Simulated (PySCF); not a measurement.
## Magnetisability and related constants of `C[C@@H](N)[C@@H]1CCNC1`, C6H14N2

Computed with PySCF, GIAO PBE0/pcSseg-1 magnetisability, non-relativistic, IEF-PCM chloroform. Geometry: GFN2-xTB.

Input:
```
{"job": {"kind": "mag", "xc": "PBE0", "basis": "pcSseg-1", "solvent": "chloroform"}, "charge": 0, "multiplicity": 1}
C     -2.141506    -0.943585     0.554127
C     -1.258237    -0.071188    -0.349335
N     -1.192835     1.321589     0.075080
C      0.158893    -0.657130    -0.487404
C      1.002302    -0.579919     0.799199
C      2.116399     0.445654     0.473048
N      1.700107     1.167353    -0.717432
C      0.998337     0.163742    -1.494936
H     -2.217465    -1.950415     0.151961
H     -1.729473    -1.006346     1.559379
H     -3.143702    -0.522375     0.619605
H     -1.702774    -0.065336    -1.353356
H     -2.109951     1.749345     0.011119
H     -0.898262     1.379229     1.045085
H      0.051947    -1.689744    -0.826345
H      0.410443    -0.247231     1.650918
H      1.426391    -1.550393     1.052385
H      2.316944     1.132004     1.295650
H      3.044895    -0.082150     0.232633
H      1.020929     1.878872    -0.456634
H      0.390818     0.628927    -2.268725
H      1.745389    -0.481517    -1.967654
```
Coordinates are in Å.

Command: `OMP_NUM_THREADS=1 python excited_run.py task.json out`

(1) What does the run print?

## Answers

(1) Atoms count from 0.
```
coarse grid: 17320 points
cycle   1  E = -346.0058620932  dE =  8.989e-01  |g| = 4.810e-01  |ddm| = 4.023e+00
cycle   2  E = -345.9957557039  dE =  1.011e-02  |g| = 5.462e-01  |ddm| = 9.563e-01
cycle   3  E = -346.0644796187  dE = -6.872e-02  |g| = 5.697e-02  |ddm| = 5.197e-01
cycle   4  E = -346.0650368922  dE = -5.573e-04  |g| = 1.958e-02  |ddm| = 6.193e-02
cycle   5  E = -346.0651150050  dE = -7.811e-05  |g| = 6.739e-03  |ddm| = 2.084e-02
cycle   6  E = -346.0651251538  dE = -1.015e-05  |g| = 8.411e-04  |ddm| = 5.769e-03
cycle   7  E = -346.0651252936  dE = -1.399e-07  |g| = 3.367e-04  |ddm| = 1.038e-03
final grid: 164440 points
cycle   8  E = -346.1110296082  dE = -6.969e-05  |g| = 1.053e-02  |ddm| = 4.505e-02
cycle   9  E = -346.1110185067  dE =  1.110e-05  |g| = 1.272e-02  |ddm| = 2.123e-02
cycle  10  E = -346.1110573526  dE = -3.885e-05  |g| = 7.580e-04  |ddm| = 1.158e-02
cycle  11  E = -346.1110574596  dE = -1.069e-07  |g| = 2.867e-04  |ddm| = 9.279e-04
cycle  12  E = -346.1110574775  dE = -1.788e-08  |g| = 6.252e-05  |ddm| = 2.541e-04
cycle  13  E = -346.1110574782  dE = -7.766e-10  |g| = 1.693e-05  |ddm| = 6.456e-05
converged SCF energy = -346.1110574782

Magnetisability tensor (1e-30 J/T^2)
    -1511.48       -8.46       44.42
       -8.46    -1548.25      -11.39
       44.42      -11.39    -1442.91
isotropic -1500.88   principal values   -1550.15  -1532.91  -1419.57
isotropic susceptibility -90.385 1e-6 cm^3/mol

Inertial axes            a          b          c
rot. const./GHz      3.4784     1.5340     1.4221
chi total           -91.945    -89.515    -89.695
chi diamagnetic    -485.233   -935.424   -998.464
chi paramagnetic    393.288    845.909    908.770
quadrupole/D A       -5.223     -1.195      6.418
```

It took 30 s wall time on 1 thread of an Intel Xeon 6975P-C, shared host, peak memory 1.1 GiB.
